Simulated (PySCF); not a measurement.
**Working with the constants of BiC⁺**

ROHF-CCSD(T) constants of BiC⁺, ³Π (triplet), unpaired electrons σ ↑, π ↑ (Bi cc-pVDZ-PP with ECP60, C cc-pVDZ; scalar-relativistic core potentials (PySCF 2.14); masses 208.9804 and 12.0000 u):

```
ωe              : 631.0 cm⁻¹
ωexe            : 4.22 cm⁻¹
Be              : 0.34079 cm⁻¹
αe              : 0.00284 cm⁻¹
D (centrifugal) : 3.98e-07 cm⁻¹
```

(1) Give the vibrational terms G(v) and spacings up to v = 6.

Correlated steps freeze 5 core orbitals. These are scalar-relativistic numbers at best; spin–orbit coupling would shift them, the dissociation energy most. The CCSD T1 diagnostic is raised, a sign that a single reference may not be enough here. The state was picked by a PBE0 search and need not be the measured ground state.

Answers

(1) G(v) = ωe(v+½) − ωexe(v+½)².

| v | G(v) (cm⁻¹) | G(v) − G(v−1) | Bv (cm⁻¹) |
| --- | --- | --- | --- |
| 0 | 314 |  | 0.3394 |
| 1 | 937 | 623 | 0.3365 |
| 2 | 1551 | 614 | 0.3337 |
| 3 | 2157 | 606 | 0.3308 |
| 4 | 2754 | 597 | 0.3280 |
| 5 | 3343 | 589 | 0.3252 |
| 6 | 3923 | 580 | 0.3223 |
